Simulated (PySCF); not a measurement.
GaF3, SMILES [F][Ga]([F])[F].

Geometry optimised at B3LYP-D3(BJ)/def2-SVP. The isomer is the one that the SMILES or the coordinates give; other isomers of the formula were not compared.

Level of theory: PySCF with r2SCAN/def2-TZVPD.

The molecule is in vacuum.

The total energy is -2224.51437 hartree and the point group is D3h. The highest occupied level is -10.22 eV. The lowest empty level comes out as -3.22 eV. The orbital gap comes out as 7.00 eV, the dipole moment comes out as 0.00 D and the quadrupole, principal values (traceless, Buckingham form, about the centre of nuclear charge) is -4.73, -4.73, 9.46 D·Å. The mean static polarisability comes out as 25.6 bohr³ (3.80 Å³) and the polarisability, principal values comes out as 21.2, 27.8, 27.9 bohr³.
